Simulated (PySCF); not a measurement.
# The 6-electron isoelectronic series, spin-free X2C

All values are computed (PySCF 2.14, energy differences of UHF-based or UKS calculations, no spin-orbit coupling). Each ion has its own even-tempered basis scaled to its charge (19s12p6d5f4g for the first); frozen: nothing. Ionisation energies in eV, correlation energies of the ion in mhartree.

```
    ion      configuration     UHF     LDA     PBE    PBE0  r2SCAN  MP2 (all electrons)  E_corr MP2  NIST (with spin-orbit, Breit and QED)
As(27+)  [He] 2s2 2p2 (3P)  2927.7  2925.6  2927.1  2927.5  2929.6               2927.4      -215.1                           2938 ± 3 (s)
Se(28+)  [He] 2s2 2p2 (3P)  3133.2  3130.9  3132.5  3133.0  3135.1               3132.8      -216.7                           3146 ± 3 (s)
Br(29+)  [He] 2s2 2p2 (3P)  3345.7  3343.3  3345.0  3345.5  3347.7               3345.4      -218.3                           3361 ± 3 (s)
Kr(30+)  [He] 2s2 2p2 (3P)  3565.4  3562.9  3564.7  3565.1  3567.4               3565.1      -219.8                           3584 ± 4 (s)
Rb(31+)  [He] 2s2 2p2 (3P)  3792.2  3789.5  3791.4  3791.9  3794.3               3791.9      -221.2                           3815 ± 4 (s)
Sr(32+)  [He] 2s2 2p2 (3P)  4026.2  4023.4  4025.4  4025.9  4028.3               4025.8      -222.8                           4053 ± 4 (s)
Zr(34+)  [He] 2s2 2p2 (3P)  4515.8  4512.7  4514.9  4515.4  4518.0               4515.4      -225.5                           4553 ± 5 (s)
Nb(35+)  [He] 2s2 2p2 (3P)  4771.5  4768.2  4770.4  4771.0  4773.7               4771.0      -226.7                           4815 ± 5 (s)
Mo(36+)  [He] 2s2 2p2 (3P)  5034.4  5030.9  5033.3  5033.8  5036.6               5033.9      -228.0                           5084 ± 6 (s)
Tc(37+)  [He] 2s2 2p2 (3P)  5304.6  5301.0  5303.4  5304.0  5306.8               5304.1      -229.0                           5361 ± 6 (s)
```

Each ion has its own basis, which adds noise of up to about 0.1 % along the series.

NIST values marked (s) are semi-empirical, (t) theoretical. Open shells are high-spin determinants of the terms that Hund's rules give.

Spin-orbit coupling of the open shells is absent from the calculated values and included in NIST's; it grows fast with Z.

At high Z the X2C-1e correlation energies are inflated by the missing two-electron picture change in the 1s pairs.
